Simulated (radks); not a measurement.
Species: the rhodium ion Rh4+. Configuration: [Ar] 3d10 4s1.5 4p6 4d5 5p0.5 (fractional occupations, a model configuration). Calculated with a radial shooting solver on a logarithmic mesh with Libxc functionals: scalar-relativistic Kohn-Sham, SOGGA, spin-polarised, spherical densities, finite nucleus; open shells are filled with parallel spins first (spin-orbit coupling, left out, can overturn this in heavy ions); Fermi nuclear charge, rms radius 4.4945 fm.

Radial electron density D(r) = 4 pi r^2 rho(r):

```
   r/bohr * D(r) (the largest magnitude, 71.9, reaches the edge; | marks zero)
 0.003444 |      *
 0.004557 |         *
 0.006029 |              *
 0.008042 |                     *
  0.01064 |                             *
  0.01408 |                                    *
  0.01863 |                                          *
  0.02484 |                                           *
  0.03287 |                                        *
  0.04349 |                                     *
  0.05755 |                                       *
  0.07676 |                                                *
   0.1016 |                                                      *
   0.1344 |                                               *
   0.1778 |                                    *
   0.2371 |                                     *
   0.3138 |                                          *
   0.4151 |                                *
   0.5493 |               *
   0.7268 |          *
   0.9694 |          *
    1.283 |      *
    1.697 |  *
    2.245 |*
    2.995 *
    3.963 *
    5.243 *
```

D(r) has 4 maxima, at r = 0.0229, 0.101, 0.309, 0.895 bohr, and minima at 0.0456, 0.200, 0.721 bohr, inside which lie 2.02, 11.16, 29.17 electrons.
